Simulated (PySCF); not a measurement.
## A small calculation by hand: dipole moment from atomic charges

C2H3B, SMILES BC#C. Atoms are numbered in the order given.

```xyz
6

B      0.0000     0.0000    -1.3921
C      0.0000     0.0000     0.1078
C      0.0000     0.0000     1.3174
H      0.0000     0.0000     2.3811
H      0.0000    -1.0307    -1.9858
H      0.0000     1.0307    -1.9858
```
Charge 0, spin multiplicity 1.

Coordinates come from a B3LYP-D3(BJ)/def2-TZVP optimisation.

Charges (e) from r2SCAN/def2-TZVPD in PySCF:

```json
[
 {"atom": "B1", "ESP fit": "0.350", "IAO": "0.026"},
 {"atom": "C2", "ESP fit": "-0.097", "IAO": "-0.127"},
 {"atom": "C3", "ESP fit": "-0.350", "IAO": "-0.165"},
 {"atom": "H4", "ESP fit": "0.310", "IAO": "0.215"},
 {"atom": "H5", "ESP fit": "-0.107", "IAO": "0.025"},
 {"atom": "H6", "ESP fit": "-0.107", "IAO": "0.025"}
]
```

The dipole moment of the full density is 1.01 D.

Problem. What dipole moment does each set of point charges give, and which comes closer to that of the density?

Solution. 
μ = Σ q r, and 1 e Å = 4.8032 D.
ESP fit: Σ q r = (0.000, 0.000, 0.204) e Å, |μ| = 0.98 D.
IAO: Σ q r = (0.000, 0.000, 0.145) e Å, |μ| = 0.70 D.
ESP fit comes closer in size. Point charges leave out the atoms' own dipoles (lone pairs, polarised bonds); fits to the potential absorb them, partitions of the density don't.
